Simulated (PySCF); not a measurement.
Simulated absorption spectrum

Species: C5H8N2Si.
Z-matrix (Å and degrees, GFN2-xTB geometry), rows numbered from 1:
```
C 
C   1  1.4938
C   2  1.4001  1  121.65
C   3  1.3832  2  118.78  1   179.92
Si  4  1.8898  3  123.46  2  -179.60
C   4  1.4027  3  114.71  2    -0.16
N   6  1.3140  4  123.82  3     0.15
N   7  1.3010  6  120.59  4     0.00
H   1  1.0858  2  109.45  3   175.63
H   1  1.0893  2  110.10  3   -64.36
H   1  1.0886  2  110.33  3    54.94
H   3  1.0815  2  120.02  1    -0.17
H   5  1.4622  4  108.08  3  -139.47
H   5  1.4633  4  107.94  3   -19.22
H   5  1.4637  4  108.06  3   100.46
H   6  1.0813  4  121.02  3   179.88
```

Theory: TDDFT B3LYP/def2-SVPD, vertical, gas phase, core orbitals frozen in the response (PySCF 2.14.0, density-fitted response routines).

Broadening: Gaussians 0.5 eV wide at half height, area fixed by f = 4.319×10⁻⁹ ∫ε dν̃. The width is an assumption, not a result. The curve ends short of the highest state used, and states not computed would add to its high-energy end.

E (eV), ε (L mol⁻¹ cm⁻¹) and a bar:
```
     2.46          0 
     2.51          1 
     2.57          2 
     2.63          5 
     2.68          9 
     2.74         17 
     2.80         31 
     2.85         47 #
     2.91         73 #
     2.97        104 ##
     3.02        132 ##
     3.08        162 ###
     3.14        184 ###
     3.19        193 ###
     3.25        190 ###
     3.31        172 ###
     3.36        149 ##
     3.42        117 ##
     3.48         85 #
     3.53         61 #
     3.59         38 #
     3.65         22 
     3.70         13 
     3.76          7 
     3.82          3 
     3.87          2 
     3.93          1 
     3.99          0 
     4.04          0 
     4.10          0 
     4.16          0 
     4.21          0 
     4.27          0 
     4.33          0 
     4.38          0 
     4.44          0 
     4.50          0 
     4.55          0 
     4.61          1 
     4.67          4 
     4.72          9 
     4.78         21 
     4.84         47 #
     4.89         87 #
     4.95        169 ###
     5.01        301 #####
     5.06        459 #######
     5.12        708 ###########
     5.18       1008 ################
     5.23       1274 ####################
     5.29       1568 #########################
     5.35       1784 #############################
     5.40       1872 ##############################
     5.46       1853 ##############################
     5.52       1713 ###########################
     5.57       1540 #########################
```

Problem. Locate the maxima and give the states behind the curve.

Solution. 387 nm (3.21 eV), ε about 190, made up of S1 (100%); 229 nm (5.42 eV), ε about 1900, made up of S3 (98%) (ε in L mol⁻¹ cm⁻¹; maxima over ε = 5, shares over 10%). The states used: S1 3.21 eV (f 0.0036); S2 3.74 eV (f 0.0000); S3 5.41 eV (f 0.034); S4 5.49 eV (f 0.0006); S5 5.59 eV (f 0.0000); S6 6.07 eV (f 0.029); S7 6.16 eV (f 0.0069); S8 6.17 eV (f 0.0039).

Problem. What would ε be at 5.42 eV, the highest of these maxima, with half the width (0.25 eV)?

Solution. About 3720 L mol⁻¹ cm⁻¹ against 1880, a factor of about 1.98; a lone state at its own centre would give exactly 2.

Problem. Coming from long wavelengths, where does ε first pass 100 L mol⁻¹ cm⁻¹?

Solution. At about 418 nm (2.96 eV), 0.24 eV below S1.

Problem. Does any computed singlet lie in the visible range?

Solution. S1 lies in the visible range (380 to 750 nm), at 387 nm, f = 0.0036; light of that wavelength is violet, and its complementary colour is yellow-green; a Tamm–Dancoff triplet lies at 485 nm, without intensity as long as spin–orbit coupling is left out.
